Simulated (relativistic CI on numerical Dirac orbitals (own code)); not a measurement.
Method of calculation: Dirac-Coulomb-Breit CI, separate exchange-only KLI orbitals for each configuration, model QED (radiative potential, 1s self-energy scaled to tabulated hydrogen-like ionisation energies), unscaled Slater integrals (own radial code, finite nucleus).

The strongest absorption lines from the ground level of an ion, among the configurations computed and to levels below about 1330 eV (vacuum wavelength in nm, gf): 1.6931 (0.22), 1.7246 (0.86), 1.7402 (1.3), 1.7601 (1.3), 1.9414 (0.14), 2.0089 (0.35), 3.3021 (0.72), 3.4887 (0.17).

Which ion is it?
A. Ir59+
B. Pb66+
C. Ir61+
D. Hf56+

C. Ir61+ has 16 electrons and the ground level 3s2 3p4 3P_2; the strongest line goes to 3s2 3p3 3d 3D°_2. The pattern of lines fixes the number of electrons, and along that sequence the line energies rise steadily with the charge (about as its square where n changes within one kind of shell, about linearly where n is kept but much faster in heavy ions where fine structure, which grows about as Z⁴, sets the gap, and irregularly where shells cross), which fixes Z. Configurations outside the model, such as inner-shell arrays, can give stronger lines. At this charge energies of transitions that change n are usually good to better than 1 %, and those within a shell (Δn = 0) to a few per cent.

LS names give the leading component of a level, which can be under half, so a name can repeat, a term be missing and a line seem to break the LS rules.
